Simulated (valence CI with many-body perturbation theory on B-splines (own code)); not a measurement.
Results of a calculation; reference values are marked as such.
## In XXXV: what the settings do

Method: valence CI with perturbative core correlation (CI+MBPT): five valence electrons over a frozen Dirac-Fock core [Ne], radial functions for each j: 6 s, 6 p, 5 d, 3 f, 1 g, with the one-electron correlation potential Σ1, the two-electron term Σ2, the three-electron term Σ3, Breit, model QED; selected CI, second order for the rest, scaled by the run's own slope (own B-spline code, finite nucleus).

No measured spectrum was set against this ion. As an estimate, large intervals hold to a few tenths of a per cent, small ones and those within an open d or f shell to about a per cent. Among the levels kept, up to 1200 cm⁻¹ of a level comes from second order outside the variational space, and about a tenth of that is noise between levels of different J, which matters for small intervals.

The reference run has the lowest level (3s^2 3p1/2^2 3p3/2) J=3/2 and an ionisation energy of 2190.20 eV. Its largest variational space holds 9999 state functions.

Levels are named by their leading jj configuration (3d3/2^4 stands for four electrons in 3d with j = 3/2), which in mixed levels can hold well under half, so a name can repeat and another be missing. Letters in brackets count levels of one name in rising energy.

Changed runs:
A. core polarisation of operators on → off
B. hole-hole ladder in Σ2 on → off
C. logarithmic knot step 0.27 → 0.4
D. correlating orbitals by l 3 3 3 2 1 → 2 2 1 1 0; natural orbitals for correlation on → off (bad on purpose)

Excitation energies of the reference run in cm⁻¹, and shifts in cm⁻¹:

```
                             Level  Reference  A       B         C      D
        (3s^2 3p1/2 3p3/2^2) J=3/2     348182  0     -49      -1.0   -466
        (3s^2 3p1/2 3p3/2^2) J=5/2     405783  0     -11      -0.7   +341
        (3s^2 3p1/2 3p3/2^2) J=1/2     476887  0     +32      -0.4   +723
              (3s^2 3p3/2^3) J=3/2     831084  0     -16      -1.4   +219
        (3s 3p1/2^2 3p3/2^2) J=5/2    1059350  0     -28      -0.1  -1128
        (3s^2 3p1/2^2 3d3/2) J=3/2    1064970  0    -243      +2.0   +275
        (3s 3p1/2^2 3p3/2^2) J=1/2    1225480  0     +43      +0.3    -88
        (3s^2 3p1/2^2 3d5/2) J=5/2    1241040  0    -282      +1.6   +896
        (3s 3p1/2^2 3p3/2^2) J=3/2    1243280  0     -48      +0.5    +99
(3s^2 3p1/2 3p3/2 3d3/2) J=3/2 [a]    1418200  0    -250      +1.0   -256
(3s^2 3p1/2 3p3/2 3d3/2) J=5/2 [a]    1420080  0    -307      +1.4   +150
(3s^2 3p1/2 3p3/2 3d3/2) J=1/2 [a]    1427450  0    -308      +1.2   -266
            Ionisation energy (eV)    2190.20  0  -0.037  -0.00093  -0.36
```

No effect on these energies: A.
